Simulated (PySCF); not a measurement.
## Computed properties of C3H7NSi, SMILES C=C=CN[SiH3]

C3H7NSi, SMILES C(=C)=CN[SiH3]. Geometry: ωB97X-D3(BJ)/def2-SVP. The structure was generated by enumeration, and PubChem lists no compound with its InChIKey, so it may never have been made. One conformer was computed; it need not be the lowest. All values are computed for the isolated molecule unless a solvent is named; none is compared with measurement here.

**Structure.** The optimised structure has Cs symmetry. All 30 harmonic modes at ωB97X-D3(BJ)/def2-SVP (PySCF) are real, so it is a minimum. With heavy atoms numbered as in [CH2:1]=[C:2]=[CH:3][NH:4][SiH3:5], the shortest bond between them is C1–C2 at 1.312 Å and the longest N4–Si5 at 1.747 Å.

**Vibrations.** The strongest infrared lines (harmonic, unscaled, degenerate partners summed) lie at 963 cm⁻¹ (257 km/mol, H 91 %, Si 9 %), 1379 cm⁻¹ (208 km/mol, H 57 %, C 25 %, N 19 %), 2250 cm⁻¹ (147 km/mol, H 96 %). The softest mode is at 110 cm⁻¹ and the zero-point energy is 56.0 kcal/mol.

**Electronic structure.** HF/def2-TZVP (PySCF) places the frontier levels at -8.56 and 2.98 eV, a gap of 11.54 eV, and gives a dipole moment of 1.23 D and a mean polarisability of 69.1 bohr³. PBE/def2-TZVP (PySCF) at the same geometry gives -4.87 and -1.24 eV, so its gap is 7.91 eV narrower. An orbital gap is neither the optical nor the fundamental gap.

**Excitations.** TDDFT-ωB97X/def2-SVPD (PySCF) has S1 at 4.47 eV (277 nm, f = 0.000, dark); the most intense of the 10 singlets computed lies at 7.37 eV (f = 0.43). T1 (TDA) is at 4.17 eV. TDDFT-PBE/def2-SVPD (PySCF) puts S1 at 3.76 eV. No vertical singlet excitation falls in the visible range (under 3.1 eV).

**NMR.** GIAO shifts at PBE0/pcSseg-1 (PySCF) (non-relativistic, atoms alike by connectivity averaged): ¹³C from 97.5 to 223.5 ppm against TMS; ¹H from 1.4 to 6.8 ppm against TMS; ²⁹Si at -57.9 ppm against TMS.

**Solvation.** SMD-PBE0/def2-SVP (PySCF) gives 0.3 kcal/mol in water, -4.0 kcal/mol in acetonitrile, -3.4 kcal/mol in methanol (1 M in both phases, gas-phase geometry); of these solvents acetonitrile holds the molecule best.
